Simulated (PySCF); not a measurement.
## Shifts of the heteroatoms

Bonds (- single, = double, # triple, : aromatic): C1-C2, C2:C3, C3:N4, N4:C5, C5:P6, P6:C7, C7-Si8, C7:C2. C1 carries H9, H10, H11; C3 carries H12; C5 carries H13; Si8 carries H14, H15, H16.

Theory: shieldings: GIAO PBE0/pcSseg-1, geometry from GFN2-xTB, in PySCF (non-relativistic, in vacuum, a single conformation, fast rotation and ring inversion assumed for equivalent nuclei).

Question: What are the 31P shifts?

Answer: 
| atoms | environment | σ (ppm) | δ (ppm) |
| --- | --- | --- | --- |
| P6 | phosphorus bonded to 2 C, in a 6-membered ring | 71.5 | 210.9 |

Shieldings were converted by a linear fit to measured shifts: 31P: δ = 270.09 − 0.828σ (rms 18.1 ppm, 64 shifts vs H3PO4, solution or neat liquid). A few per cent of atoms miss by over 2 rms, more outside the fitted compound classes.

On a 500 MHz spectrometer 31P resonates near 202.4 MHz, so 1 ppm is 202.4 Hz.

Question: What are the 29Si shifts?

Answer: 
```csv
atoms,environment,σ (ppm),δ (ppm)
Si8,"silicon bonded to C, 3 H",421.1,-66.2
```

Shieldings were converted by a linear fit to measured shifts: 29Si: δ = 279.94 − 0.822σ (rms 8.9 ppm, 72 shifts, 25.8 ppm with the 6 outliers that the fit left out vs TMS, solution or neat liquid). Occasional misses reach two or three times the rms, and more in compound classes unlike the fitted ones.

On a 500 MHz spectrometer 29Si resonates near 99.3 MHz, so 1 ppm is 99.3 Hz.

Question: What are the 15N shifts?

Answer: 
```
atoms                  environment  σ (ppm)  δ (ppm)
   N4  pyridine-type ring nitrogen   -112.5    -44.5
```

Shieldings were converted by a linear fit to measured shifts: 15N: δ = -148.07 − 0.921σ (rms 6.3 ppm, 71 shifts vs CH3NO2, solution or neat liquid). Occasional misses reach two or three times the rms, and more in compound classes unlike the fitted ones.

On a 400 MHz spectrometer 15N resonates near 40.5 MHz, so 1 ppm is 40.5 Hz.
